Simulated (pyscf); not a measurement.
H₃C–BiH₂, singlet

Gas-phase minimum from PySCF at ωB97X-D3(BJ)/def2-SVP, one conformer. 

```xyz
7

C      0.5175     1.4436    -0.7519
Bi     0.2471    -0.5879     0.1955
H      1.0754     1.3244    -1.6915
H     -0.4557     1.9076    -0.9556
H      1.0956     2.0797    -0.0667
H     -1.0174    -1.0655    -0.9759
H     -0.9989     0.0080     1.3320
```
Charge 0, spin multiplicity 1.

Bonds (Å): C1–Bi2 2.258, C1–H3 1.099, C1–H4 1.097, C1–H5 1.099, Bi2–H6 1.789, Bi2–H7 1.789. Angles (°): Bi2–C1–H3 108.8, Bi2–C1–H4 110.6, Bi2–C1–H5 108.8, H3–C1–H4 109.7, H3–C1–H5 109.2, H4–C1–H5 109.7, C1–Bi2–H6 92.9, C1–Bi2–H7 92.9, H6–Bi2–H7 90.7.

Properties at ωB97X-D3(BJ)/def2-SVP:

```yaml
harmonic_wavenumbers_unscaled: 132, 495, 531, 552, 802, 814, 827, 1225, 1448, 1452, 1862, 1868, 3088, 3201, 3221 cm⁻¹
zero_point_energy: 30.8 kcal/mol
rotational_symmetry_number: 1
Entropy of this conformer at 298 K and 1 atm, rigid rotor and harmonic oscillator, modes under 100 cm⁻¹ raised to 100: 293.3 J/(mol K)
dipole_moment: 0.88 D
```

Single-point totals, which compare only within one level (frozen core for MP2 and CC):

```csv
level,total energy (hartree)
ωB97X-D3(BJ)/def2-TZVP,-255.83571
PBE/def2-TZVP,-255.69900
r²SCAN/def2-TZVP,-255.80711
B3LYP-D3(BJ)/def2-TZVP,-255.82708
PBE0-D3(BJ)/def2-TZVP,-255.68609
M06-2X/def2-TZVP,-255.56330
ωB97M-D3(BJ)/def2-TZVP,-255.75795
HF/def2-TZVPP,-254.31546
MP2/def2-TZVPP,-254.95206
CCSD/def2-TZVPP,-254.94967
CCSD(T)/def2-TZVPP,-254.96839
```

Soft torsions are taken as harmonic, which can shift the entropy by several J/(mol K). The CCSD(T) − MP2 part came from Ansatz, without density fitting, on the same reference. The frozen core leaves the outer d or s,p core shells of the metals and heavy elements correlated in the MP2 and CC values, and def2-TZVPP describes them poorly, so these totals are far from the basis limit. Elements past Kr carry the def2 core potentials, without spin-orbit coupling.
